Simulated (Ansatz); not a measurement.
A structure relaxed at PBE0-D4/def2-TZVP, charge 0, multiplicity 1:

```tsv
atom	x (Å)	y (Å)	z (Å)
C1	1.194	-0.261	-0.728
N2	0.398	-0.404	0.480
Ge3	-1.195	0.391	0.667
F4	-0.954	2.061	0.315
F5	-2.334	-0.069	-0.555
H6	0.897	-0.946	-1.530
H7	2.250	-0.428	-0.502
H8	1.101	0.759	-1.104
H9	0.490	-1.304	0.926
H10	-1.847	0.201	2.031
```

Question: Give its formula and SMILES.

Answer: CH5F2GeN, `C[NH][GeH]([F])[F]`.

Question: Summarise the bond lengths by kind.

Answer: 1 × C–N 1.454 Å; 3 × C–H 1.091 to 1.096 Å; 1 × Ge–N 1.791 Å; 1 × H–N 1.008 Å; 2 × F–Ge 1.724 to 1.733 Å; 1 × Ge–H 1.523 Å.

Program: Ansatz 0.2.0.
